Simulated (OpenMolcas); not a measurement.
Zr2+: effect of the level shift or regulariser

| Item | Value |
| --- | --- |
| Program | OpenMolcas 26.06 |
| Basis | ANO-RCC-VTZP [7s6p4d2f1g] |
| Scalar Hamiltonian | DKH2, point nucleus |
| Active space | 2 electrons in 5 orbitals (4d) |
| State averaging | 2S+1 = 3 even, 10 roots; 2S+1 = 1 even, 15 roots |
| Spin-orbit coupling | state interaction with AMFI integrals over the reference wave functions, term energies averaged over their components |

Methods on the same reference wave functions:
A. CASSCF
B. SS-CASPT2, IPEA 0.25 Eh, imaginary shift 0.1 Eh (closed shells correlated: 4s 4p)
C. SS-CASPT2, IPEA 0.25 Eh, real shift 0.2 Eh (closed shells correlated: 4s 4p)
D. SS-CASPT2, IPEA 0.25 Eh, sigma2 regulariser 0.3 Eh (closed shells correlated: 4s 4p)

Energies in cm⁻¹ above 4d² ³F₂, the measured ground level; measured values from Moore, Atomic Energy Levels, vol. II, NSRDS-NBS 35 (1971 reprint of NBS Circular 467, 1952); NIST levels as listed in Rynkun, Gaigalas and Jonsson, Astron. Astrophys. 637, A10 (2020).

```
  Level      A      B      C      D  Measured
4d² ³F₂    0.0    0.0    0.0    0.0       0.0
4d² ³F₃    666    697    693    685       681
4d² ³F₄   1483   1511   1506   1499      1486
4d² ¹D₂   9186   5470   5780   6460      5742
4d² ³P₀  10262   8550   8560   8540      8062
4d² ³P₁  10514   8820   8830   8810      8326
4d² ³P₂  11131   9330   9340   9350      8838
4d² ¹G₄  13870  11670  11680  11650     11049
4d² ¹S₀  33074  24070  24600  24850     23979
```

Deviations, from unrounded energies. A percentage is the sum of absolute deviations over the sum of measured energies, with the sign that they share, or ± where signs differ.

```
                        Against measurement  Levels      A     B     C     D
             mean absolute deviation (cm-1)       8   2800   310   350   460
      fine structure of the ground term (%)       2   -0.9  +1.8  +1.5  +0.7
other terms of the ground configuration (%)       6  +33.4  ±3.7  +4.2  +5.6
```

B lies closest to measurement on these levels and A furthest from it. The largest miss of B in the table is 4d² ¹G₄, by +620 cm-1. The ranking rests on the paired levels alone, and a cruder setting can come out closer through cancelling errors.

Among B to D the level of the table that moves most is 4d² ¹D₂, by 1000 cm-1 (lowest in B, highest in D). Moves below CASPT2's spread within the term are not significant.

The mean deviations of B to D differ by less than CASPT2's widest spread within a term (480 cm-1), so their order carries little weight.

From A to B the spin-free energies of the other terms of 4d² shown, above ³F, scale by factors of 0.54 to 0.83.

The lowest spin-free term lies below A's lowest term by 0.256 hartree in B, 0.255 hartree in C, 0.256 hartree in D.

CASPT2 breaks the degeneracy within a term, and the mean is taken; among the terms shown or strongly mixed into the levels shown the widest spread is 480 cm-1 (4d² ³F, B). Levels of configurations with an s electron are missing; early in the row they begin among the upper levels of the d shell and mix with terms of their name. Without dynamic correlation excited terms often stand tens of per cent too high (terms of higher spin than the ground term too low), and those without a measured partner can miss by more than the paired ones (holds for A). Some levels mix across a computed gap that differs much from the measured one, so their mixing is not that of the real levels (holds for A). Computed and measured levels are paired by configuration, term and J; levels that our copy of the source lacks, or whose pairing is in doubt (as where it misses far off the trend of its configuration), stay unpaired and out of the deviations. Levels of configurations outside the active space are missing.
